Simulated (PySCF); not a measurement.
A structure optimised at PBE-D3(BJ)/def2-SVP, used in a PySCF frequency run:

```xyz
11

Te     0.2269    -0.8285     0.0000
S     -0.6867     0.3321    -1.9295
C      0.4910     1.7078    -2.2138
H      0.4168     2.4694    -1.4143
H      0.1932     2.1689    -3.1775
H      1.5321     1.3421    -2.2945
S     -0.6867     0.3321     1.9295
C      0.4910     1.7078     2.2138
H      1.5321     1.3421     2.2945
H      0.1932     2.1689     3.1775
H      0.4168     2.4694     1.4143
```
Charge 0, spin multiplicity 1.

Q: Write its SMILES, formula and point group.

A: CS[Te]SC, C₂H₆S₂Te, Cs

Q: What are its rotational constants (standard atomic weights)?

A: 2.1650, 1.1531, 0.87430 GHz
